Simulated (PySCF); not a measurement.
Sn(vinyl)2(SiH3)2, C₄H₁₂Si₂Sn.
Cartesian coordinates in Å at the PBE0-D3(BJ)/def2-SVP level; atoms count from 1:
```xyz
19
C4H12Si2Sn angstrom
Sn    -0.3415    0.0864   -0.2396
C     -0.2176    0.0534    1.9040
C      0.6689   -0.6917    2.5713
H     -0.9199    0.6740    2.4747
H      1.3972   -1.3338    2.0622
H      0.7124   -0.6976    3.6677
C      1.6695    0.1243   -0.9879
C      2.7326    0.4021   -0.2285
H      1.8224   -0.1004   -2.0515
H      2.6436    0.6336    0.8391
H      3.7492    0.4122   -0.6417
Si    -1.6289    2.1786   -1.0055
H     -1.7672    2.1918   -2.4948
H     -0.9118    3.4226   -0.5842
H     -2.9997    2.1966   -0.4052
Si    -1.4923   -2.0608   -1.0717
H     -0.6899   -3.2640   -0.6876
H     -1.6321   -2.0436   -2.5620
H     -2.8576   -2.1904   -0.4741
```

Computed with PBE0-D3(BJ)/def2-SVP geometry optimisation, gas phase, def2 core potentials past Kr (PySCF 2.14.0).

Which atoms are bound to Sn1, and at what distances?

4 atoms: C7 2.146 Å, C2 2.147 Å, Si12 2.573 Å, Si16 2.574 Å. The nearest atom not counted as bound is H9, at 2.83 Å (others tie with it).

List the angles at Sn1.

| angle | degrees | distance of the outer atoms (Å) |
| --- | --- | --- |
| Si12–Sn1–Si16 | 111.0 | 4.24 |
| C7–Sn1–Si12 | 110.5 | 3.89 |
| C2–Sn1–Si12 | 109.8 | 3.87 |
| C2–Sn1–Si16 | 109.6 | 3.87 |
| C7–Sn1–Si16 | 108.7 | 3.84 |
| C2–Sn1–C7 | 107.1 | 3.45 |

What is the shape at Sn1?

Tetrahedral: angles from 107.1° to 111.0°; τ4 = (360° − α − β)/141° = 0.98 with α and β the two widest (0 for a square, 1 for a tetrahedron).

What are the other bond lengths?

C2–C3, C7–C8 1.336 Å; C2–H4, C7–H9 1.098 Å; C3–H5, C8–H10 1.096 Å; C3–H6 1.097 Å; C8–H11 1.097 Å; Si12–H13 and 5 like bonds 1.496 Å.

Give some angles away from the centre.

Sn1–C2–C3 123.0°.

What are the rotational constants (commonest isotopes, rigid rotor)?

A = 1054, B = 921.7, C = 750.5 MHz: an asymmetric top.

Point group: C1 (no symmetry element, even within 0.4 Å). Charge 0, singlet. No PBE0-D3(BJ)/def2-SVP frequencies stand behind this structure, so it isn't proved a minimum.

The run took 2.8 min on one thread of an AMD EPYC 7B13, shared host, and the process peaked at 0.78 GiB of memory. That covers the optimisation of the geometry.

One conformer stands for the species.
